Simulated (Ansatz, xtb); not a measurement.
## Two structures of H6In2O2

Structure X: a singlet given by its coordinates. Structure Y: `[OH+]1[InH2-][OH+][InH2-]1`, a singlet. Both are isolated molecules in the gas phase, relaxed with PBE0-D4/def2-SVP.

X (Å):

```xyz
10

In   -2.8628   -0.4847    1.6527
In    0.6240   -0.6972   -0.3993
O    -1.2390   -1.4413    0.5608
O    -1.9998    1.3883    0.4014
H    -1.2452   -2.4058    0.5603
H    -1.7604    2.2509    0.7604
H    -1.2793    1.1554   -0.2472
H     1.6221   -0.2967    0.9698
H     0.9652   -1.9934   -1.5018
H    -0.1321    0.7481   -1.1467
```

Close contacts (Å): In1–O3 2.18, In1–O4 2.41, In2–O3 2.22, In2–H8 1.74, In2–H9 1.74, In2–H10 1.79, O3–H5 0.96, O4–H6 0.96, O4–H7 1.00.

Y (Å):

```yaml
atoms:
  - { symbol: In, position_ang: [-0.2299, 1.6514, 0.4116] }
  - { symbol: In, position_ang: [1.6074, 2.0940, -2.3782] }
  - { symbol: O, position_ang: [0.3868, 3.2128, -0.9696] }
  - { symbol: O, position_ang: [0.9890, 0.5322, -0.9982] }
  - { symbol: H, position_ang: [-0.3273, 3.7303, -1.3578] }
  - { symbol: H, position_ang: [0.7073, 1.7610, 1.8505] }
  - { symbol: H, position_ang: [-1.8938, 1.3668, 0.0781] }
  - { symbol: H, position_ang: [1.7026, 0.0135, -0.6105] }
  - { symbol: H, position_ang: [3.2707, 2.3784, -2.0419] }
  - { symbol: H, position_ang: [0.6725, 1.9849, -3.8186] }
```

**Question.** Estimate E(Y) − E(X) at the level CCSD(T)/def2-SVP + ΔMP2/def2-TZVPP.

**Answer.** Calculated at CCSD(T)/def2-SVP + ΔMP2/def2-TZVPP: E(Y) − E(X) = −0.064 eV, so structure Y lies lower.

How the difference moves with the method:

```json
{"level": "GFN2-xTB", "geometry": "GFN2-xTB", "E(Y) − E(X) (eV)": "+1.550", "departure from the last row (eV)": "+1.614", "job, with rough time for the two": "optimisation, 0.29 s"}
{"level": "HF/STO-3G", "geometry": "GFN2-xTB", "E(Y) − E(X) (eV)": "−4.332", "departure from the last row (eV)": "−4.268", "job, with rough time for the two": "single point, 1.8 s"}
{"level": "r2SCAN-D4/def2-SVP", "geometry": "GFN2-xTB", "E(Y) − E(X) (eV)": "−0.404", "departure from the last row (eV)": "−0.340", "job, with rough time for the two": "single point, 3.7 s"}
{"level": "PBE0-D4/def2-SVP", "geometry": "PBE0-D4/def2-SVP", "E(Y) − E(X) (eV)": "−0.037", "departure from the last row (eV)": "+0.027", "job, with rough time for the two": "optimisation, 2 min"}
{"level": "HF/def2-SVP", "geometry": "PBE0-D4/def2-SVP", "E(Y) − E(X) (eV)": "−0.338", "departure from the last row (eV)": "−0.274", "job, with rough time for the two": "part of the CCSD(T) run"}
{"level": "MP2/def2-SVP", "geometry": "PBE0-D4/def2-SVP", "E(Y) − E(X) (eV)": "−0.426", "departure from the last row (eV)": "−0.362", "job, with rough time for the two": "part of the CCSD(T) run"}
{"level": "CCSD(T)/def2-SVP", "geometry": "PBE0-D4/def2-SVP", "E(Y) − E(X) (eV)": "−0.295", "departure from the last row (eV)": "−0.231", "job, with rough time for the two": "single point"}
{"level": "CCSD(T)/def2-SVP + ΔMP2/def2-TZVPP", "geometry": "PBE0-D4/def2-SVP", "E(Y) − E(X) (eV)": "−0.064", "departure from the last row (eV)": "", "job, with rough time for the two": "single point, 48 s"}
```

GFN2-xTB puts the two in the other order. The largest departure from CCSD(T)/def2-SVP + ΔMP2/def2-TZVPP is that of HF/STO-3G, 4.268 eV. The last row adds to CCSD(T) the change of the MP2 difference between the two basis sets, here +0.231 eV, a large step that makes the value less sure.

With harmonic frequencies from PBE0-D4/def2-SVP (ideal gas, rigid rotor, one conformer each, 298.15 K, 1 atm): on the last row, ΔE + ΔZPE = −0.157 eV. A mode under 50 cm⁻¹ makes harmonic enthalpies and free energies unreliable, so none is given.

The correlated steps freeze 10 core orbitals; the filled d shell of In is correlated, in a basis made for valence electrons. Atoms past krypton carry core potentials in the def2 sets, other sets are all-electron and non-relativistic, and no spin–orbit term is included. Run with Ansatz 0.2.0, xtb 6.7.1; the last row on 2 threads of Arm Neoverse V2 on a shared host.
